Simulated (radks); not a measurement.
Results of a calculation; reference values are marked as such.
Problem. Ionisation of neutral cobalt, [Ar] 3d7 4s2, to [Ar] 3d8 as the strength of local exchange is varied. Code: a radial shooting solver on a logarithmic mesh with Libxc functionals. Model: non-relativistic Kohn-Sham, Slater X-alpha exchange (alpha = 2/3 is LDA exchange), no correlation, spin-polarised, spherical densities, point nucleus; open shells are filled with parallel spins first.

alpha  E(Co) (hartree)  exchange (hartree)  IE (eV)  -e of the level emptied (eV)  <r> of it (bohr)
0.667      -1377.88772           -54.22646    6.949                    4.252 (4s)             3.079
0.821      -1390.46662           -67.37327    6.690                    5.134 (4s)             2.965
0.9        -1396.96495           -74.20695    6.486                    5.616 (4s)             2.910
0.93       -1399.44073           -76.81784    6.396                    5.803 (4s)             2.889
x          -1369.86352           -45.89759    7.022                    3.725 (4s)             3.156

Which alpha was used in the last row?

Solution. alpha = 0.568. NIST Atomic Spectra Database: 7.881 eV (measured). The central value is not met in this range of alpha. Open shells are spherical and high-spin; term and fine-structure splittings are not resolved.
